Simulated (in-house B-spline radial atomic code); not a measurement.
**RPA and G0W0 on HSE06: N⁵⁺**

Configuration 1s2, mean-field start HSE06. Computed with a B-spline radial code for spherical atoms: all electrons, scalar-relativistic (spin-free one-electron X2C), finite nucleus, each spin shell either full or empty, empty states to l = 9 with an (l + 1/2)⁻⁴ tail; G0W0 by contour deformation at full frequency.

Command:
```bash
python run_gw.py task.json out
```
Settings (radii: box in bohr, nucleus in fm):
```
Z                        7
electrons                2
configuration            1s2
hamiltonian              x2c
method                   hse06
lmax                     9
rms_radius               2.5582
spin_polarised           False
box_radius               10.43
intervals                69
ion_configuration        1s1
```

Cost of the run: 1.2 s on 1 thread of Arm Neoverse V2, on a shared host.

Energies (hartree):

| term | value |
| --- | --- |
| mean-field total | -44.75677 |
| Hartree-Fock functional on these orbitals | -44.76137 |
| direct second order | -0.092871 |
| second-order exchange | 0.046436 |
| SOSEX correction | 0.044745 |

Problem. What is the RPA correlation energy, and what remains with SOSEX?

Solution. RPA gives -0.089488 hartree (-1.22 eV per electron); RPA + SOSEX gives -0.044743, and the second-order doubles -0.046435 hartree (no singles). SOSEX takes back 50 % of the RPA value, the self-correlation of each of the two electrons.

Quasi-particle levels (eV):

| level | occupied | mean field | Σx - vxc | Σc | QP weight | G0W0 |
| --- | --- | --- | --- | --- | --- | --- |
| 1s | yes | -521.40 | -31.16 | ? | ? | ? |
| 2s | no | -102.90 | 5.36 | -0.20 | 1.000 | -97.75 |

G0W0 = mean field + (Σx - vxc) + Σc, with Σc (partial-wave tail included) taken at the quasi-particle energy.

Problem. Where does G0W0 put 1s?

Solution. At -551.92 eV, with Σc = 0.64 eV and a quasi-particle weight of 0.994. The tabulated removal energy is 552.067 eV (NIST, tabulated theory).

Problem. What does it cost to remove one electron (to 1s1) by differences of total energies, each species on its own start (correlation terms add to the Hartree-Fock functional)?

Solution. HSE06 551.46 eV, Hartree-Fock functional 550.92 eV, + RPA 552.73 eV, + RPA + SOSEX 552.13 eV, + second order 552.18 eV. Tabulated: 552.067 eV (NIST, tabulated theory).
